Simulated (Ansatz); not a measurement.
Wavefunction ladder for C2H6SSi, SMILES `C[Si]SC`

Z-matrix (Å, degrees):
```
C
Si 1 1.902
H 1 1.095 2 111.4
H 1 1.095 2 111.6 3 119.8
H 1 1.092 2 110.2 3 -120.0
S 2 2.120 1 101.6 3 -60.4
C 6 1.813 2 111.5 1 -0.1
H 7 1.090 6 107.2 2 179.4
H 7 1.089 6 110.9 2 60.4
H 7 1.089 6 110.8 2 -61.6
```

Charge 0, multiplicity 1. The structure was optimised at the PBE0-D4/def2-TZVP level. It is one conformer, not always the lowest. Frozen core, restricted reference, Ansatz. CBS rows extrapolate triple and quadruple zeta; past MP2 they add the triple-zeta difference.

```csv
basis,HF (Eh),MP2 corr.,CCSD corr.,(T),CCSD(T) total
def2-SVP,-765.40197,-0.50314,?,-0.01838,?
def2-TZVPP,?,-0.63622,-0.68927,-0.03130,?
def2-QZVPP,?,-0.68254,–,–,–
CBS(def2),-765.75826,-0.71684,?,as TZ,?
```

Question: Fill in the withheld values. (Best estimate.)

Answer: Ansatz gave: def2-SVP CCSD corr.: -0.56126; def2-SVP CCSD(T) total: -765.98161; def2-TZVPP HF (Eh): -765.73145; def2-TZVPP CCSD(T) total: -766.45202; def2-QZVPP HF (Eh): -765.75501; CBS(def2) CCSD corr.: -0.76989; CBS(def2) CCSD(T) total: -766.55945.
